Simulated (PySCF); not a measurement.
Si(NMe2)(SH) (C2H7NSSi), SMILES CN(C)[Si]S (connectivity only; charge and spin as stated), neutral, multiplicity 1.

Geometry optimised at TPSSh-D3(BJ)/def2-SVP. The structure was generated by enumeration; whether it is a known compound was not checked. One conformer was computed; it need not be the lowest.

Computed with PySCF with PBE/def2-TZVP.

Question: Estimate the frontier levels, gap, dipole moment and polarisability. (An estimate is asked for; the answer gives what the named calculation found.)

Answer: 
The highest occupied level is -5.53 eV and the lowest empty level is -2.02 eV. The orbital gap comes out as 3.51 eV and the dipole moment comes out as 1.79 D. The quadrupole, principal values (traceless, Buckingham form, about the centre of nuclear charge) is -4.18, -2.52, 6.70 D·Å, the mean static polarisability is 87.4 bohr³ (12.96 Å³) and the polarisability, principal values comes out as 61.1, 86.8, 114.4 bohr³.
